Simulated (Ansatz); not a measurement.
A made-up structure of GeSiH$_{5}$ (charge -1), closed shell:

```
atom    x (Å)    y (Å)    z (Å)
 Si1   0.2243  -1.2309  -0.4572
 Ge2   0.1935   0.5203  -0.0877
  H3   0.2858  -1.3517   1.1726
  H4  -1.3943  -1.0174  -0.5519
  H5  -0.1530   1.1016  -1.4828
  H6  -0.8122   1.2368   1.0284
  H7   1.6560   0.7413   0.3787
```

It is relaxed with PBE-D4/def2-SVPD and then PBE0-D4/def2-TZVPD (Ansatz 0.2.0). Atoms count as bonded within 1.22 times the sum of their covalent radii (H–H: 0.88 Å). The end point is not checked to be a true minimum.

Does its bonding change? (A judgement: the text doesn't fix the answer.)

Computed: No: no bond forms or breaks.

Where it ends: The first stage lowers the energy by 4.93 eV in 8 steps. It ends as GeSiH₅ ([SiH2][GeH3]), total charge -1:
```csv
atom,x (Å),y (Å),z (Å)
Si1,0.0550,-1.6497,-0.3731
Ge2,0.2603,0.7464,-0.1088
H3,0.0759,-1.8735,1.1484
H4,-1.4788,-1.5642,-0.4489
H5,0.0212,1.5639,-1.4264
H6,-0.6302,1.5468,0.9120
H7,1.6966,1.2302,0.2968
```

Labels in which every atom is bracketed show which atoms are joined, not bond orders.

For scale, one of the runs: PBE0-D4/def2-TZVPD relaxation, 142 basis functions, launched by `ansatz run in.yaml --threads 2 --pin off --events-out ev --progress --plain --max-ram 4352MiB`. The run took about 14 s on 2 CPU threads of an Arm Neoverse V1 (shared host).
